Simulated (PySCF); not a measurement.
Electron correlation in Pt (platinum, neutral)

[Xe] 4f14 5d8 6s2, high-spin 3F determinant (an excited configuration). Computed with PySCF 2.14 in aug-cc-pVDZ-PP with ECP60MDF, with a scalar-relativistic core potential. Frozen: 5s2 5p6; 10 electrons correlated.

MP2 pair energies summed by pair of shells (mhartree):

| pair | energy | share (%) |
| --- | --- | --- |
| 5d-5d | -160.44 | 62.0 |
| 5d-6s | -79.92 | 30.9 |
| 6s-6s | -18.60 | 7.2 |

Total MP2 correlation energy: -258.97 mhartree.

Same-spin part -87.36 and opposite-spin part -171.60 mhartree; SCS-MP2 scales them by 1/3 and 6/5 to -235.04 mhartree.
